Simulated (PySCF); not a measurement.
**The 1-electron isoelectronic series, spin-free X2C**

All values are computed (PySCF 2.14, energy differences of UHF-based or UKS calculations, no spin-orbit coupling). Each ion has its own even-tempered basis scaled to its charge (18s7p4d4f3g for the first); frozen: nothing. Ionisation energies in eV.

```tsv
ion	configuration	UHF	LDA	PBE	PBE0	r2SCAN	NIST (with spin-orbit, Breit and QED)
He⁺	1s1 (2S)	54.426	52.839	54.256	54.337	54.430	54.418 (t)
Li²⁺	1s1 (2S)	122.47	119.80	122.12	122.25	122.47	122.45 (t)
Be³⁺	1s1 (2S)	217.74	213.96	217.22	217.38	217.74	217.72 (t)
B⁴⁺	1s1 (2S)	340.26	335.34	339.56	339.77	340.26	340.23 (t)
C⁵⁺	1s1 (2S)	490.04	483.98	489.17	489.42	490.05	489.99 (t)
N⁶⁺	1s1 (2S)	667.11	659.90	666.07	666.37	667.12	667.05 (t)
O⁷⁺	1s1 (2S)	871.51	863.13	870.29	870.63	871.52	871.41 (t)
F⁸⁺	1s1 (2S)	1103.3	1093.7	1101.9	1102.2	1103.3	1103.1 (t)
Ne⁹⁺	1s1 (2S)	1362.4	1351.7	1360.8	1361.2	1362.4	1362.2 (t)
Mg¹¹⁺	1s1 (2S)	1963.0	1949.9	1961.1	1961.6	1963.0	1962.7 (t)
```

Each ion has its own basis, which adds noise of up to about 0.1 % along the series.

NIST values marked (s) are semi-empirical, (t) theoretical. Open shells are high-spin determinants of the terms that Hund's rules give.
